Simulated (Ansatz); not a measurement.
Consider the ligand exchange at a B–N bond: `BN1[SiH2][SiH]1Cl` + `C=C[NH][GeH3]` → `B[N]([GeH3])C=C` + `Cl[SiH]1N[SiH2]1`.

Gas-phase electronic energies from Ansatz, PBE0-D4/def2-TZVP geometries. CBS: MP2 limit from def2 TZ/QZ plus the TZ coupled-cluster correction, frozen cores. Functionals use def2-TZVPP. For Ge outer-core shells are correlated without core-valence functions, which leaves a few kJ/mol of doubt a bond. Scalar relativity is left out up to krypton. Each species was taken in one conformer, which may not be the lowest.

`BN1[SiH2][SiH]1Cl`:

Cartesian coordinates in Å:
```
B 1.477 -0.840 0.424
N 0.309 -0.140 0.072
Si -0.431 0.655 -1.332
Si -1.169 0.482 0.760
Cl -2.539 -0.914 1.361
H 1.609 -1.245 1.545
H 2.331 -1.019 -0.399
H -0.879 -0.257 -2.412
H 0.310 1.818 -1.878
H -1.018 1.460 1.858
```

`C=C[NH][GeH3]`:

Z-matrix (Å, degrees):
```
Ge
N 1 1.840
H 1 1.534 2 106.4
H 1 1.543 2 112.4 3 120.4
H 1 1.535 2 106.4 3 -119.7
C 2 1.378 1 123.3 3 165.5
H 2 1.009 1 117.7 3 -40.0
C 6 1.334 2 126.9 1 159.0
H 6 1.088 2 113.8 1 -22.9
H 8 1.085 6 122.0 2 -2.2
H 8 1.081 6 120.2 2 176.9
```

`B[N]([GeH3])C=C`:

Z-matrix (Å, degrees):
```
Ge
N 1 1.875
H 1 1.536 2 108.6
H 1 1.536 2 108.6 3 -119.5
H 1 1.528 2 105.9 3 120.2
C 2 1.397 1 118.6 3 59.8
B 2 1.402 1 120.6 3 -120.2
C 6 1.330 2 126.7 1 -0.0
H 6 1.087 2 113.2 1 180.0
H 7 1.198 2 118.8 1 180.0
H 7 1.196 2 119.5 1 0.0
H 8 1.081 6 119.8 2 -180.0
H 8 1.084 6 123.3 2 0.0
```

`Cl[SiH]1N[SiH2]1`:

Z-matrix (Å, degrees):
```
Si
N 1 1.710
Si 1 2.223 2 50.6
Cl 1 2.057 2 117.4 3 112.8
H 1 1.480 2 118.1 3 -119.3
H 2 1.006 1 140.8 3 -177.2
H 3 1.486 1 123.1 2 98.9
H 3 1.487 1 126.0 2 -96.4
```

```
         level  ΔE (kJ/mol)
       PBE0-D4        -27.7
       ωB97X-V        -27.3
          PBE0        -26.3
MP2/def2-QZVPP        -34.4
```

Question: What does CCSD(T)/CBS give? (Best estimate.)

Answer: Computed: -34.8 kJ/mol. The listed levels differ from it by 7.1, 7.5, 8.5, 0.4 kJ/mol.

Largest T1 diagnostic among the species: 0.013.

In def2-TZVPP, CCSD(T) changes the Hartree–Fock value by −19.3 kJ/mol (the triples alone add −2.3 kJ/mol) and MP2 by −19.5 kJ/mol.
